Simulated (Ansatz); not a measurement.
A calculation with Ansatz (development build ahead of 0.2.0).

```yaml
crystal:
  periodic: [false, false, false]
  atoms:
    - { symbol: Be, position_ang: [0.0, 0.0, -0.9637] }
    - { symbol: O, position_ang: [0.0, 0.0, 0.48185] }
basis:
  gaussian: { orbitals: def2-TZVP }
hamiltonian:
  xc: hf
```

The input is written out in the form of the current development build from the run's settings.

Output:

```json
{"Converged": "yes", "Total energy": "-89.42460 hartree", "Spin squared of the determinant": "0.000"}
```

Caution: in another basis set an unrestricted determinant lies well below.
